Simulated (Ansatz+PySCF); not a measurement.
**singlet TiCl4: levels of theory in one basis**

```xyz
5

Ti   -0.0046    0.0309   -0.0390
Cl    1.2073    1.2625    1.2724
Cl    1.2276   -1.1979   -1.2345
Cl   -1.2497    1.2923   -1.2561
Cl   -1.2453   -1.2822    1.2117
```

Basis set: def2-SVP (spherical functions). Left uncorrelated: 25 orbitals. Charge 0, multiplicity 1.

Computed with Ansatz (development build ahead of 0.2.0); each method stands on the lowest determinant of its kind that the runs found.

| method | E − E(RHF) (eV) | <S²> of the determinant |
| --- | --- | --- |
| RHF | 0.00 | 0.00 |

Problem. What does RHF-MP2 give on the same scale?

Solution. -23.39 eV.

Problem. Is a single determinant a sound starting point here?

Solution. By this sign, yes. Unrestricted orbitals gain 0.00 eV and <S²> is 0.00 against 0.00 for a pure state.

Caution: other spin multiplicities were not run.
